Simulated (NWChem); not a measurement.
System: CHClF$_{2}$; SMILES ClC(F)F

Here is an NWChem input.

```
start job
memory heap 200 mb stack 900 mb global 1100 mb
geometry units angstroms noautosym nocenter noautoz
  F     -0.144391     1.032874     1.079018
  C      0.364219     0.447702     0.000000
  F     -0.144391     1.032874    -1.079018
  Cl    -0.053378    -1.271320     0.000000
  H      1.461076     0.542661     0.000000
end
basis spherical
  * library def2-svp
end
dft
  xc pbe0
  iterations 150
end
cosmo
  do_cosmo_smd true
  solvent water
end
task dft energy
```

The geometry was optimised at PBE0/def2-SVP. Solvent: water.

Level: PBE0/def2-SVP with SMD (1 M gas to 1 M solution), gas-phase geometry.

Task: Predict the main results of this run. (PBE0/def2-SVP, SMD on the gas-phase geometry.) Quantities: solvation free energy (kcal/mol); cavity-dispersion-structure term (kcal/mol); dipole in solution (D).

Result: The solvation free energy (kcal/mol) is -0.1. The cavity-dispersion-structure term (kcal/mol) is 2.9 and the dipole in solution (D) is 1.79.
